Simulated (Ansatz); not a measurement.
This geometry of ClFH4OSiZn (9 atoms, charge 0, multiplicity 1) is a first-order saddle point.

Computed with UKS PBE0-D4/def2-SVP in Ansatz.

```xyz
9
Properties=species:S:1:pos:R:3
Zn -1.294 0.097 -1.386
F 0.212 -0.887 -2.257
Cl -3.225 0.781 -1.872
H 0.540 -0.655 -1.207
O 0.161 -0.106 -0.160
Si 0.769 0.135 1.373
H -0.249 0.876 2.174
H 2.028 0.935 1.309
H 1.058 -1.176 2.027
```

**Question.** Which two structures does it join? (They come from a converged band through this point; their orientation in space is the band's.)

**Answer.** Bonds broken: H4–O5. Bonds formed: F2–H4.

First end point:

```xyz
9
Properties=species:S:1:pos:R:3
Zn -1.252 -0.072 -1.686
F 0.118 -0.912 -2.521
Cl -3.203 0.675 -1.371
H 0.802 -0.442 -0.941
O 0.282 0.059 -0.269
Si 0.730 0.148 1.360
H -0.310 0.990 2.004
H 2.078 0.772 1.469
H 0.757 -1.218 1.955
```

Last end point:

```xyz
9
Properties=species:S:1:pos:R:3
Zn -1.313 0.087 -1.201
F 0.275 -0.691 -2.397
Cl -3.290 0.469 -1.801
H 0.660 -0.543 -1.493
O 0.213 -0.037 -0.164
Si 0.741 0.135 1.399
H -0.140 1.097 2.133
H 2.140 0.657 1.401
H 0.715 -1.174 2.121
```

**Question.** How far does it lie above each of them?

**Answer.** 19.1 kJ/mol above the first and 2.8 kJ/mol above the second. This is the barrier of this one path; another mechanism may lie lower. The orbitals stay closed-shell, which can raise the energy where a bond breaks towards radicals; this wasn't checked here.

Run time: 19 min on 4 threads of Arm Neoverse N1, on a shared host, peak memory 0.47 GiB.
